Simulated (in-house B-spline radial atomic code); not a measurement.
# Two electrons outside the [He] 2s2 2p6 core: Ca⁸⁺

Computed with an all-electron radial atomic-structure program (B-spline basis): configuration interaction (CI) of the two valence electrons in the field of the frozen Dirac-Fock core, alone and with many-body perturbation theory for the core (screened one- and two-electron correlation potentials), Breit and QED terms; no-pair Dirac Hamiltonian, finite nucleus. Labels give the configuration (outer n counted up each series) and the leading LS term, or the jj pair where no LS term holds 70 %.

Excitation energies (eV):

```tsv
level	purity of the LS term	CI alone	CI + MBPT + Breit + QED	Landé g of the LS mixture
3s2 1S0	1.0	0	0	-
3s3p 3P°0	1.0	17.645	17.74	-
3s3p 3P°1	0.999	17.837	17.925	1.50
3s3p 3P°2	1.0	18.248	18.326	1.50
3s3p 1P°1	0.999	26.88	26.612	1.00
3p2 1D2	0.95	41.649	41.686	1.03
3p2 3P0	0.995	42.298	42.148	-
3p2 3P1	1.0	42.539	42.383	1.50
3p2 3P2	0.95	42.988	42.828	1.48
3p2 1S0	0.995	49.764	49.487	-
3s3d 3D1	1.0	51.245	51.057	0.50
3s3d 3D2	1.0	51.265	51.073	1.17
3s3d 3D3	1.0	51.294	51.098	1.33
3s3d 1D2	1.0	58.427	57.999	1.00
3p3d 3F°2	0.959	69.907	69.862	0.68
3p3d 3F°3	0.998	70.165	70.114	1.08
3p3d 3F°4	1.0	?	?	?
3p3d 1D°2	0.956	?	?	?
3p3d 3P°2	0.805	74.431	74.154	1.44
3p3d (1/2,3/2)°1	0.617 (3P)	74.572	74.281	1.12
```

Task: Where does 3p3d 1D°2 lie?

Result: 71.052 eV in CI alone and 70.882 eV with all corrections; g = 0.99.

Task: Where does 3p3d 3F°4 lie?

Result: 70.477 eV in CI alone and 70.416 eV with all corrections; g = 1.25.

Task: What is the first ionisation energy?

Result: 188.52 eV to the 3s1/2 state of the next ion (188.11 eV from CI alone). NIST lists 188.54 ± 0.06 eV (semi-empirical).

Some electric-dipole lines (reduced elements in atomic units, length form; vacuum wavelengths from the computed energies):

| upper | lower | D bare (size) | D with core polarisation (size) | λ (nm) | A (s⁻¹) |
| --- | --- | --- | --- | --- | --- |
| 3s3p 3P°1 | 3s2 1S0 | 0.0381 | 0.0372 | 69.167 | 2.8e+06 |
| 3s3p 1P°1 | 3s2 1S0 | 1.29 | 1.27 | 46.589 | 1.1e+10 |
| 3p2 1D2 | 3s3p 3P°1 | 0.229 | 0.224 | 52.181 | 1.4e+08 |
| 3p2 3P0 | 3s3p 3P°1 | 0.787 | 0.769 | 51.186 | 8.9e+09 |
| 3p2 3P1 | 3s3p 3P°0 | 0.789 | 0.771 | 50.312 | 3.2e+09 |
| 3p2 3P1 | 3s3p 3P°1 | 0.683 | 0.667 | 50.694 | 2.3e+09 |
| 3p2 3P2 | 3s3p 3P°1 | 0.852 | 0.833 | 49.788 | 2.3e+09 |
| 3p2 1S0 | 3s3p 3P°1 | 0.0308 | 0.0301 | 39.283 | 3e+07 |
| 3s3d 3D1 | 3s3p 3P°0 | 0.766 | 0.752 | 37.213 | 7.4e+09 |
| 3s3d 3D1 | 3s3p 3P°1 | 0.663 | 0.65 | 37.421 | 5.5e+09 |

Weak lines are less accurate than strong ones.
